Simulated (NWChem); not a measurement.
trifluoroacetic acid (C$_{2}$HF$_{3}$O$_{2}$); SMILES O=C(O)C(F)(F)F

```xyz
8

O     -1.0822    -1.4804     0.0004
C      0.1269    -0.9367     0.0010
O      1.1653    -1.5253     0.0005
C      0.0174     0.5998     0.0003
F     -0.6564     1.0138     1.0696
F      1.2201     1.1412     0.0170
F     -0.6260     1.0130    -1.0881
H     -0.9697    -2.4443    -0.0007
```
Atoms are numbered in this order, from 1.

Computed with NWChem. Pople sets run with spherical d functions. Coordinates come from a PBE0/def2-SVP optimisation. Total energies compare along this basis series because the functional is fixed.

```csv
level,basis functions,energy (Ha),highest occupied level (eV),orbital gap (eV),dipole (D)
CAM-B3LYP/STO-3G,36,-519.1363,-6.01,10.26,1.54
CAM-B3LYP/3-21G,65,-523.7327,-10.00,10.74,2.22
CAM-B3LYP/6-31G*,100,-526.6303,-10.23,10.91,2.09
CAM-B3LYP/6-31+G*,128,-526.6673,-10.86,10.82,2.28
CAM-B3LYP/6-311G**,132,-526.8041,-10.56,10.90,2.20
CAM-B3LYP/6-311++G**,161,-526.8225,-10.92,10.77,2.31
```
